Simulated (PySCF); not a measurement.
3-ethynylfuran (C6H4O), SMILES C#Cc1ccoc1.

Geometry: PBE0-D3(BJ)/def2-SVP.

Level of theory: PBE/def2-TZVP (PySCF).

Gas-phase values at a fixed geometry.

The total energy comes out as -305.91504 hartree and the point group comes out as Cs. The highest occupied level is -5.67 eV and the lowest empty level is -1.38 eV. The orbital gap comes out as 4.29 eV and the dipole moment comes out as 0.56 D. The quadrupole, principal values (traceless, Buckingham form, about the centre of nuclear charge) is -7.73, 0.54, 7.18 D·Å. The mean static polarisability is 71.1 bohr³ (10.53 Å³) and the polarisability, principal values comes out as 39.9, 63.8, 109.6 bohr³.
